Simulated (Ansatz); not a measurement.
CH7BFGaSi can be A, `F[CH]([GaH2])B[SiH3]`, or B, `B[CH]([GaH2])[SiH2]F`.

Computed with Ansatz on PBE0-D4/def2-TZVP structures; ΔE is electronic, products minus reactants. CCSD(T)/CBS adds triple-zeta CCSD(T) − MP2 to the extrapolated MP2 energy (def2 sets, frozen cores). DFT in def2-TZVPP. B3LYP here is the variant with VWN-RPA as its local correlation; programs differ in this. For Ga outer-core shells are correlated without core-valence functions, which leaves a few kJ/mol of doubt a bond. Scalar relativity is left out up to krypton. Each species was taken in one conformer, which may not be the lowest.

Task: Which is lower in electronic energy at CCSD(T)/CBS, and by how much? (Estimate.)

Result: Computed: B, by 264.0 kJ/mol.

Task: Give E(B) − E(A) in kJ/mol with r2SCAN-D4, B2PLYP, ωB97M-V, CCSD/def2-TZVPP, HF/def2-TZVPP, B3LYP, B3LYP-D4. (Best estimate.)

Result: The calculation gave: r2SCAN-D4 -235.5, B2PLYP -263.1, ωB97M-V -255.6, CCSD/def2-TZVPP -269.8, HF/def2-TZVPP -321.5, B3LYP -253.2, B3LYP-D4 -250.1. None reverses the order clearly.

Largest T1 diagnostic: 0.014.

From PBE to PBE0 (25 % exact exchange), in def2-TZVPP and without D4, E(B) − E(A) moves by −24.0 kJ/mol. In def2-TZVPP, CCSD(T) changes the Hartree–Fock value by +63.8 kJ/mol (the triples alone add +12.1 kJ/mol) and MP2 by +47.2 kJ/mol.
